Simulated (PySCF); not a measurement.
PySCF input file for BeH₂S₂, SMILES [SH][Be][SH], TDA-CAM-B3LYP/def2-SVPD. Coordinates come from a r2SCAN-D4/def2-TZVP optimisation. One conformer was computed; it need not be the lowest.

```python
import numpy as np
from pyscf import gto, scf, dft, tdscf

mol = gto.M(
    atom='''
    Be   -0.00000001    0.00000000    0.03312191
    S    -0.05819799    1.90199538    0.05189365
    H     0.89449705    1.97996946   -0.89654229
    S     0.05819797   -1.90199538    0.05189367
    H    -0.89449681   -1.97996945   -0.89654252
    ''',
    basis='def2-SVPD',
    charge=0,
    spin=0,
    symmetry=True,
    max_memory=1600,
    verbose=4,
)
mf = dft.RKS(mol, xc='cam-b3lyp').density_fit(auxbasis='def2-universal-jkfit')
mf.grids.level = 3
mf.conv_tol = 1e-9
mf.max_cycle = 100
mf.kernel()
mf.grids = dft.Grids(mol).set(level=1).build(with_non0tab=True)  # coarser grid for the response kernel
td = tdscf.TDA(mf)
td.singlet = True
td.nstates = 10
td.conv_tol = 1e-4
td.kernel(x0=td.get_init_guess(mf, 15))
td.analyze()
tt = tdscf.TDA(mf)
tt.singlet = False
tt.nstates = 4
tt.conv_tol = 1e-4
tt.kernel(x0=tt.get_init_guess(mf, 9))
tt.analyze(verbose=3)
```

Output:

```
PySCF version 2.14.0

[INPUT] verbose = 4
[INPUT] num. atoms = 5
[INPUT] num. electrons = 38
[INPUT] charge = 0
[INPUT] spin (= nelec alpha-beta = 2S) = 0
[INPUT] symmetry True subgroup None
[INPUT] Mole.unit = angstrom
[INPUT] Symbol           X                Y                Z      unit          X                Y                Z       unit  Magmom
[INPUT]  1 Be    -0.000000010000   0.000000000000   0.033121910000 AA   -0.000000018897   0.000000000000   0.062591338622 Bohr   0.0
[INPUT]  2 S     -0.058197990000   1.901995380000   0.051893650000 AA   -0.109978262100   3.594250358388   0.098064786104 Bohr   0.0
[INPUT]  3 H      0.894497050000   1.979969460000  -0.896542290000 AA    1.690354443731   3.741600014403  -1.694219387190 Bohr   0.0
[INPUT]  4 S      0.058197970000  -1.901995380000   0.051893670000 AA    0.109978224306  -3.594250358388   0.098064823899 Bohr   0.0
[INPUT]  5 H     -0.894496810000  -1.979969450000  -0.896542520000 AA   -1.690353990197  -3.741599995506  -1.694219821827 Bohr   0.0

nuclear repulsion = 89.8260947318891
point group symmetry = C2
symmetry origin: [-5.96755618e-09  4.97296344e-10 -2.48648174e-09]
symmetry axis x: [ 1.00000000e+00  4.32733814e-10 -8.33147157e-07]
symmetry axis y: [ 4.32734922e-10 -1.00000000e+00  1.33063237e-09]
symmetry axis z: [8.33147157e-07 1.33063260e-09 1.00000000e+00]
num. orbitals of irrep A = 41
num. orbitals of irrep B = 41
number of shells = 36
number of NR pGTOs = 132
number of NR cGTOs = 82
basis = def2-SVPD
ecp = {}


[settings echo left out]
init E= -812.286146507414
HOMO (B) = -0.334866457301715  LUMO (A) = -0.0359470177600296  gap/eV = 8.13401
cycle= 1 E= -812.130076875853  delta_E= 0.156  |g|= 0.276  |ddm|= 2.76
HOMO (B) = -0.317058944471845  LUMO (A) = 0.00467257274551258  gap/eV = 8.75476
cycle= 2 E= -812.148607011362  delta_E= -0.0185  |g|= 0.219  |ddm|= 0.87
HOMO (B) = -0.338907062571003  LUMO (A) = 0.00822853359971143  gap/eV = 9.44604
cycle= 3 E= -812.164068430106  delta_E= -0.0155  |g|= 0.0172  |ddm|= 0.37
HOMO (B) = -0.338653636000442  LUMO (A) = 0.0085453783186793  gap/eV = 9.44777
cycle= 4 E= -812.164290959166  delta_E= -0.000223  |g|= 0.00732  |ddm|= 0.0593
HOMO (B) = -0.338468511779046  LUMO (A) = 0.00877403369904117  gap/eV = 9.44895
cycle= 5 E= -812.164317702227  delta_E= -2.67e-05  |g|= 0.00191  |ddm|= 0.0184
HOMO (B) = -0.338597723198117  LUMO (A) = 0.0086172085640448  gap/eV = 9.44820
cycle= 6 E= -812.164320540026  delta_E= -2.84e-06  |g|= 0.000466  |ddm|= 0.00537
HOMO (B) = -0.338569748615971  LUMO (A) = 0.00864244210824427  gap/eV = 9.44812
cycle= 7 E= -812.164320702086  delta_E= -1.62e-07  |g|= 0.000133  |ddm|= 0.00143
HOMO (B) = -0.338587109498317  LUMO (A) = 0.00863701092818747  gap/eV = 9.44845
cycle= 8 E= -812.16432071474  delta_E= -1.27e-08  |g|= 1.53e-05  |ddm|= 0.000364
HOMO (B) = -0.338585744396634  LUMO (A) = 0.00863881590616833  gap/eV = 9.44846
cycle= 9 E= -812.164320714999  delta_E= -2.59e-10  |g|= 2.23e-06  |ddm|= 8.67e-05
HOMO (B) = -0.33858567251307  LUMO (A) = 0.00863877101052601  gap/eV = 9.44846
Extra cycle  E= -812.164320715004  delta_E= -4.43e-12  |g|= 1.05e-06  |ddm|= 8.7e-06
converged SCF energy = -812.164320715004
tot grids = 22664


******** <class 'pyscf.tdscf.rks.TDA'> for <class 'pyscf.df.df_jk.DFSymAdaptedRKS'> ********
nstates = 10 singlet
deg_eia_thresh = 1.000e-03
wfnsym = None
conv_tol = 0.0001
eigh lindep = 1e-12
eigh level_shift = 0
eigh max_cycle = 100


Excitation energies (eV)
[5.86339131 5.8958766  6.28008703 6.28143549 6.61280014 6.70439013
 7.21538165 7.22006803 7.43295462 7.47943828]

** Singlet excitation energies and oscillator strengths **
Excited State   1:    B      5.86339 eV    211.45 nm  f=0.0028
      18 -> 21       -0.46374
      18 -> 24        0.11261
      19 -> 20        0.31663
      19 -> 22        0.37452
      19 -> 25       -0.10983
Excited State   2:    A      5.89588 eV    210.29 nm  f=0.0045
      18 -> 20       -0.32246
      18 -> 22       -0.35933
      18 -> 25        0.10724
      19 -> 21        0.47323
      19 -> 24       -0.11374
Excited State   3:    B      6.28009 eV    197.42 nm  f=0.0610
      18 -> 21        0.17341
      18 -> 23       -0.22894
      18 -> 27        0.10618
      19 -> 20        0.55258
      19 -> 22       -0.29189
Excited State   4:    A      6.28144 eV    197.38 nm  f=0.0582
      18 -> 20        0.53187
      18 -> 22       -0.35322
      19 -> 21        0.12881
      19 -> 23       -0.22195
Excited State   5:    A      6.61280 eV    187.49 nm  f=0.0013
      17 -> 21        0.15088
      18 -> 20        0.16200
      18 -> 22        0.43933
      19 -> 21        0.45464
Excited State   6:    B      6.70439 eV    184.93 nm  f=0.3065
      17 -> 20        0.10124
      17 -> 22       -0.14554
      18 -> 21        0.43523
      18 -> 24       -0.10170
      19 -> 20        0.10233
      19 -> 22        0.45661
Excited State   7:    B      7.21538 eV    171.83 nm  f=0.0087
      17 -> 22       -0.17576
      18 -> 23       -0.36586
      18 -> 24        0.15396
      18 -> 27        0.31884
      19 -> 20       -0.23528
      19 -> 25       -0.17298
      19 -> 26       -0.11913
      19 -> 29        0.20376
      19 -> 30        0.19167
Excited State   8:    A      7.22007 eV    171.72 nm  f=0.0037
      18 -> 20       -0.24262
      18 -> 25       -0.16844
      18 -> 26       -0.12749
      18 -> 29        0.21726
      18 -> 30        0.19488
      19 -> 23       -0.38282
      19 -> 24        0.17029
      19 -> 27        0.32018
Excited State   9:    B      7.43295 eV    166.80 nm  f=0.0062
      17 -> 20       -0.40673
      17 -> 22       -0.49504
      17 -> 25        0.10391
      18 -> 23        0.11255
Excited State  10:    A      7.47944 eV    165.77 nm  f=0.0046
      16 -> 20        0.15101
      17 -> 21       -0.63840
      17 -> 24        0.12006

** Transition electric dipole moments (AU) **
state          X           Y           Z        Dip. S.      Osc.
  1         0.1377      0.0153     -0.0000      0.0192      0.0028
  2        -0.0000     -0.0000     -0.1758      0.0309      0.0045
  3         0.6294     -0.0137     -0.0000      0.3964      0.0610
  4         0.0000     -0.0000      0.6148      0.3780      0.0582
  5        -0.0000      0.0000      0.0902      0.0081      0.0013
  6        -0.0980     -1.3625     -0.0000      1.8661      0.3065
  7        -0.1349     -0.1762     -0.0000      0.0492      0.0087
  8         0.0000      0.0000     -0.1452      0.0211      0.0037
  9         0.1839      0.0175      0.0000      0.0341      0.0062
 10         0.0000      0.0000      0.1576      0.0248      0.0046

** Transition velocity dipole moments (imaginary part, AU) **
state          X           Y           Z        Dip. S.      Osc.
  1         0.0616      0.0030     -0.0000      0.0038      0.0118
  2        -0.0000     -0.0000     -0.0639      0.0041      0.0126
  3         0.1359      0.0016     -0.0000      0.0185      0.0534
  4        -0.0000      0.0000      0.1351      0.0183      0.0527
  5        -0.0000      0.0000      0.0254      0.0006      0.0018
  6        -0.0267     -0.1898     -0.0000      0.0367      0.0994
  7        -0.0153     -0.0417     -0.0000      0.0020      0.0050
  8        -0.0000      0.0000     -0.0136      0.0002      0.0005
  9         0.0378     -0.0635      0.0000      0.0055      0.0133
 10         0.0000      0.0000      0.0288      0.0008      0.0020

** Transition magnetic dipole moments (imaginary part, AU) **
state          X           Y           Z
  1        -0.3312      0.5219      0.0000
  2        -0.0000     -0.0000     -0.3706
  3        -0.6958      0.0023      0.0000
  4        -0.0000      0.0000      0.6635
  5         0.0000     -0.0000     -0.1482
  6        -0.1603     -0.0266     -0.0000
  7         0.0011      0.2468      0.0000
  8         0.0000      0.0000     -0.1680
  9        -0.7221     -0.1167     -0.0000
 10        -0.0000     -0.0000      0.8164


******** <class 'pyscf.tdscf.rks.TDA'> for <class 'pyscf.df.df_jk.DFSymAdaptedRKS'> ********
nstates = 4 triplet
deg_eia_thresh = 1.000e-03
wfnsym = None
conv_tol = 0.0001
eigh lindep = 1e-12
eigh level_shift = 0
eigh max_cycle = 100


Excitation energies (eV)
[5.53195121 5.54217755 5.59694811 5.61113111]

** Triplet excitation energies and oscillator strengths **
Excited State   1:    A      5.53195 eV    224.12 nm  f=0.0000
Excited State   2:    B      5.54218 eV    223.71 nm  f=0.0000
Excited State   3:    A      5.59695 eV    221.52 nm  f=0.0000
Excited State   4:    B      5.61113 eV    220.96 nm  f=0.0000
```

The calculation finished and met its thresholds.

Cost: around 40 core-seconds (rough).
